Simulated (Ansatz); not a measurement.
Geometry optimisation, RHF/def2-SVP (Ansatz).

Input file:

```yaml
crystal:
  periodic: [false, false, false]
  atoms:
    - { symbol: Ge, position_ang: [0.0, 0.0, 0.0] }
    - { symbol: H, position_ang: [0.0, 0.0, 1.9] }
    - { symbol: F, position_ang: [1.5842, 0.0, -0.5594] }
    - { symbol: F, position_ang: [-0.7913, 1.3709, -0.5594] }
    - { symbol: F, position_ang: [-0.7913, -1.3709, -0.5594] }
    - { symbol: Br, position_ang: [-2.5623, 0.0, 0.8514] }
    - { symbol: H, position_ang: [-0.9607, 0.0, 1.9922] }
basis:
  gaussian: { orbitals: def2-SVP }
hamiltonian:
  xc: hf
relax:
  f_tol: 0.15
  max_steps: 25
  restrain:
    - { distance: [0, 5], at: 2.4, k: 30.0 }
    - { distance: [6, 1], at: 0.66, k: 30.0 }
    - { distance: [0, 1], at: 2.75, k: 30.0 }
    - { distance: [6, 5], at: 2.75, k: 30.0 }
```

Launched with:

```bash
$ ansatz run input.yaml --threads 2 --pin off --max-ram 3072MiB --backend cpu --events-out ev --progress --plain --runs-dir out
```

**Question.** Where does it end, and by what steps?

**Answer.** The forces met the threshold. The restraints hold the end off the free minimum; the threshold counts their pulls, which the force column leaves out. Restrained pairs: Ge1–Br6 (2.70 → 2.35 Å), H2–H7 (0.97 → 0.71 Å), Ge1–H2 (1.90 → 2.77 Å), Br6–H7 (1.97 → 2.76 Å). After 10 steps the energy has fallen by 4.275 eV (the restraints' own energy left out); F3 moved furthest, 1.09 Å.

```json
{"step": "0", "energy less start (eV)": "0.0000", "largest force component (eV/Å)": "2.835", "accepted": "yes"}
{"step": "1", "energy less start (eV)": "-0.0425", "largest force component (eV/Å)": "2.801", "accepted": "yes"}
{"step": "2", "energy less start (eV)": "-0.7124", "largest force component (eV/Å)": "4.787", "accepted": "yes"}
{"step": "3", "energy less start (eV)": "-2.3571", "largest force component (eV/Å)": "4.375", "accepted": "yes"}
{"step": "4", "energy less start (eV)": "-3.1173", "largest force component (eV/Å)": "2.708", "accepted": "yes"}
{"step": "5", "energy less start (eV)": "-3.5605", "largest force component (eV/Å)": "1.306", "accepted": "yes"}
{"step": "6", "energy less start (eV)": "-3.8614", "largest force component (eV/Å)": "1.318", "accepted": "yes"}
{"step": "7", "energy less start (eV)": "-4.1509", "largest force component (eV/Å)": "1.403", "accepted": "yes"}
{"step": "8", "energy less start (eV)": "-4.2595", "largest force component (eV/Å)": "1.233", "accepted": "yes"}
{"step": "9", "energy less start (eV)": "-4.2703", "largest force component (eV/Å)": "1.598", "accepted": "yes"}
{"step": "10", "energy less start (eV)": "-4.2752", "largest force component (eV/Å)": "1.458", "accepted": "yes"}
```

```xyz
7
Properties=species:S:1:pos:R:3
Ge -0.565 0.000 -0.407
H 0.145 0.000 2.270
F 0.949 0.000 0.332
F -0.581 1.367 -1.395
F -0.581 -1.367 -1.395
Br -2.491 0.000 0.933
H -0.396 0.000 2.728
```

The run took 17 s on 2 threads of Intel(R) Xeon(R) 6975P-C (Granite Rapids), with other jobs on the host, peak memory 0.32 GiB.
